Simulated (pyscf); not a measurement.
PySCF, gas phase, ωB97X-D3(BJ)/def2-SVP geometries. Correlated levels are frozen-core, on RHF or UHF. ΔMP2 is the change of the MP2 total energy from the triple- to the quadruple-zeta basis.

SMILES: BCCCl
```xyz
10

B      0.5116    -0.2262    -1.8969
C     -0.0731    -0.0959    -0.4493
C     -1.2568     0.8404    -0.2821
Cl    -1.8355     0.8954     1.4147
H      0.0417     0.3771    -2.8376
H      1.4605    -0.9522    -2.0879
H      0.7541     0.2006     0.2243
H     -0.3345    -1.1153    -0.1039
H     -2.1107     0.5249    -0.8978
H     -0.9984     1.8712    -0.5619
```

### Question
What is the homolytic dissociation enthalpy (298 K, CCSD(T)/def2-TZVPP + ΔMP2(QZVPP)) of the B–C bond of H₂B–CH₂–CH₂–Cl (SMILES BCCCl), to BH₂• + •H₂C–CH₂–Cl?

### Answer
B–C to BH₂• + •H₂C–CH₂–Cl: 102.0 kcal/mol. The radicals are drawn with the spin at the cut bond; how far it spreads was not checked. H₂B–CH₂–CH₂–Cl lies 53.5 kcal/mol over its isomer H₃C–B(CH₃)–Cl, and others may lie lower still (electronic energy, ωB97M-D3(BJ)). Other isomers of •H₂C–CH₂–Cl were not searched in full and may lie lower. The CCSD(T) − MP2 part came from Ansatz, without density fitting, on the same reference.
